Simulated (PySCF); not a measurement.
C4H9FO, SMILES COC[C@H](C)F. Atoms are numbered in the order given.

```xyz
15

C      2.4308    -0.5274    -0.3242
O      1.0522    -0.3038    -0.4767
C      0.3980    -0.0487     0.7416
C     -1.0755     0.2470     0.4968
C     -1.7643    -0.7660    -0.4013
F     -1.1955     1.5164    -0.0777
H      2.9543     0.3544     0.1212
H      2.8559    -0.7185    -1.3288
H      2.6462    -1.4114     0.3267
H      0.8518     0.8279     1.2687
H      0.4791    -0.9251     1.4371
H     -1.5740     0.2888     1.4940
H     -2.8174    -0.4703    -0.5713
H     -1.2379    -0.8184    -1.3729
H     -1.7501    -1.7735     0.0607
```

Coordinates come from a PBE-D3(BJ)/def2-SVP optimisation. Other conformers were not sampled.

These are PBE-D3(BJ)/def2-SVP (PySCF) values and carry that method's errors.

Harmonic, unscaled wavenumbers; measured fundamentals usually lie a few per cent lower.

### Question
Estimate the vibrational spectrum. (Estimate from the structure and the level; the computed values follow.)

### Answer

| mode | ν (cm⁻¹) | IR (km/mol) | moving atoms (share of kinetic energy) |
|---|---|---|---|
| 1 | 82 | 2.5 | C 39 %, H 29 %, O 19 %, F 13 % |
| 2 | 112 | 2.4 | H 40 %, O 24 %, F 20 %, C 15 % |
| 3 | 195 | 0.5 | C 49 %, H 27 %, O 18 % |
| 4 | 232 | 1.8 | H 84 %, O 12 % |
| 5 | 246 | 1.4 | H 84 % |
| 6 | 328 | 0.7 | C 37 %, H 28 %, O 23 %, F 12 % |
| 7 | 368 | 1.8 | H 41 %, C 32 %, F 25 % |
| 8 | 429 | 8.3 | C 40 %, H 30 %, F 26 % |
| 9 | 634 | 3.4 | C 58 %, H 32 % |
| 10 | 823 | 11.0 | C 52 %, H 30 %, F 17 % |
| 11 | 902 | 2.7 | H 61 %, C 36 % |
| 12 | 924 | 27.9 | H 42 %, C 38 %, F 12 % |
| 13 | 953 | 30.6 | H 47 %, C 36 %, F 9 % |
| 14 | 1060 | 30.8 | H 44 %, C 43 %, O 11 % |
| 15 | 1111 | 24.4 | H 50 %, C 45 % |
| 16 | 1122 | 65.2 | C 48 %, H 37 %, O 12 % |
| 17 | 1143 | 1.8 | H 68 %, C 24 % |
| 18 | 1163 | 30.0 | H 52 %, C 33 %, O 15 % |
| 19 | 1199 | 107.8 | C 39 %, O 38 %, H 23 % |
| 20 | 1234 | 13.8 | H 89 % |
| 21 | 1308 | 2.1 | H 79 %, C 21 % |
| 22 | 1326 | 23.9 | H 80 %, C 19 % |
| 23 | 1352 | 19.3 | H 53 %, C 46 % |
| 24 | 1362 | 19.8 | H 69 %, C 30 % |
| 25 | 1403 | 9.2 | H 96 % |
| 26 | 1404 | 9.4 | H 95 % |
| 27 | 1408 | 4.2 | H 89 %, C 10 % |
| 28 | 1419 | 4.9 | H 92 %, C 8 % |
| 29 | 1422 | 11.5 | H 94 % |
| 30 | 1453 | 2.5 | H 88 %, C 12 % |
| 31 | 2866 | 43.1 | H 95 % |
| 32 | 2887 | 79.5 | H 96 % |
| 33 | 2918 | 73.1 | H 91 %, C 9 % |
| 34 | 2940 | 45.4 | H 90 %, C 10 % |
| 35 | 2948 | 51.9 | H 92 % |
| 36 | 2988 | 10.5 | H 97 % |
| 37 | 3063 | 20.1 | H 91 %, C 9 % |
| 38 | 3080 | 13.2 | H 91 %, C 9 % |
| 39 | 3099 | 6.6 | H 90 %, C 10 % |
